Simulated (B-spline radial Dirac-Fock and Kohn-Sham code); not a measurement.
# Dipole and non-dipole photoemission parameters of Ni 2s

System: the Ni atom in the configuration [Ar] 3d8 4s2; threshold 1008.6 eV (tabulated edge). Model: Dirac-Hartree-Slater photoionisation with a Latter tail; cross sections with all multipoles, angular parameters from the dipole term and its interference with E2. Program: a B-spline atomic structure program.

Input file task.json (cfg lists n, l and occupation; rrms is the nuclear radius in fm):

```json
{"items": [{
  "Z": 28,
  "q": 0,
  "cfg": [[1, 0, 2], [2, 0, 2], [2, 1, 6], [3, 0, 2], [3, 1, 6], [3, 2, 8], [4, 0, 2]],
  "A": 58,
  "rrms": 3.7757,
  "do": "xps",
  "hv": [60, 61.5, 80, 94.2, 126.0, 150, 247.0, 256.0, 313.0, 381.0, 429.0, 545.0, 600, 1430.0, 1550.0, 1650.0, 1840.0, 2984.4, 3270.0, 3680.0, 4000, 5440.0, 5920.0, 6000.0, 7920.0, 8047.8, 9251.7, 11300.0, 12100.0],
  "edges": {"K": 8333.0, "L1": 1008.6, "L2": 870.0, "L3": 852.7, "M1": 110.8, "M2": 68.0, "M3": 66.2}
}]}
```

Command: `python xray2_run.py task.json out`

```csv
hν (eV),σ (kb),β,γ
1430,75.7,1.999,0.089
1550,66.4,1.999,0.014
1650,59.7,1.999,-0.024
1840,49.5,1.999,-0.059
2984.4,19.8,1.999,0.093
3270,16.5,1.999,0.157
3680,?,?,?
4000,10.8,1.999,0.324
5440,5.51,1.999,0.644
5920,4.54,1.999,0.741
6000,4.40,1.999,0.757
7920,2.30,1.999,1.107
8047.8,2.21,1.999,1.128
9251.7,1.58,1.999,1.323
11300,0.960,1.999,1.622
12100,0.808,1.999,1.729
```

Task: Give the values at 3680 eV.

Result: σ = 12.9 kb, β = 1.999, γ = 0.251. For an s subshell δ is negligible.

Values without a named source are computed, but for edge energies of neutral atoms, which are taken from tables.
